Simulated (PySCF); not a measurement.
# SnOF + HBr → SnOBr + HF

Level: PBE0 in the def2-TZVP basis family, computed in PySCF with density fitting; scalar-relativistic core potentials for atoms from Rb on, none lighter, no spin–orbit coupling; open shells unrestricted.

```tsv
species	state and structure	E (Eh)	ZPE (kJ/mol)	H(298 K) − H(0) (kJ/mol)	S° (J/(mol K))
SnOF	doublet, Cs, Sn–F 1.935 Å, Sn–O 1.994 Å; F–Sn–O 95.2°	-389.26376	7.8	12.5	295.1
HBr	singlet, C∞v, H–Br 1.421 Å	-2574.45811	16.0	8.7	198.5
SnOBr	doublet, Cs, Sn–Br 2.516 Å, Sn–O 1.977 Å; Br–Sn–O 94.0°	-2863.34887	5.4	13.7	319.7
HF	singlet, C∞v, H–F 0.920 Å	-100.39188	24.9	8.7	173.6
```

**Question.** What is the electronic reaction energy?

**Answer.** At PBE0/def2-TZVP, ΔE = -49.6 kJ/mol from the differences of the total energies times 2625.5, downhill. 

**Question.** Add zero-point, thermal and entropy terms for 298.15 K and 1 bar.

**Answer.** ΔZPE = 6.5 and Δ[H(298) − H(0)] = 1.2 kJ/mol give ΔH° = -41.9 kJ/mol. ΔS° = -0.3 J/(mol K), so ΔG° = -41.9 − 298.15 × (-0.0003) = -42 kJ/mol and log₁₀K = 7.3.

Each species is the lowest minimum found with this bonding; other isomers or fragments can lie lower.
